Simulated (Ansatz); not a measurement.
Cs₃H₃⁺. The state is a doublet with charge 1. Geometry PBE0-D4/def2-TZVP, basis def2-TZVP, Ansatz.

Cartesian coordinates in Å:
```
Cs 5.2317 -0.7264 3.5006
Cs 0.2957 -1.7580 0.6367
Cs -3.6262 0.2067 -2.3931
H 0.1458 1.7780 -0.3247
H -0.3527 1.2475 -0.5171
H -1.6944 -0.7478 -0.9024
```

| run | HOMO (eV) | LUMO (eV) |
| --- | --- | --- |
| A | -4.56 | -3.54 |
| B | -5.84 | -1.94 |
| C | -6.22 | -2.21 |
| D | -4.67 | -3.81 |
| E | -4.73 | -3.49 |
| F | -4.61 | -4.06 |

In the def2 sets Cs takes a core potential; there is no spin–orbit coupling. LC-ωPBE has ω = 0.4 bohr⁻¹. HSE06 is defined as in plane-wave codes, on full-range PBE exchange. In the doublet, H4 and H5 lie 0.75 Å apart (atoms count from 1), so H2 has formed as a molecule. The structure comes from a short search, and lower isomers may exist.

HOMO and LUMO are taken over both spins.

Q: The runs used HF, HSE06, LC-ωPBE, PBE, r2SCAN, r2SCANh. Estimate which is which.

A: A r2SCAN (0 % exact exchange); B HF (100 % exact exchange); C LC-ωPBE (range-separated); D HSE06 (range-separated); E r2SCANh (10 % exact exchange); F PBE (0 % exact exchange). Exact exchange lowers occupied and raises empty levels; among semilocal functionals meta-GGAs tend to open the gap a little, and such runs are hard to tell apart. The gap grows from 0.55 eV (PBE) to 4.01 eV (LC-ωPBE).
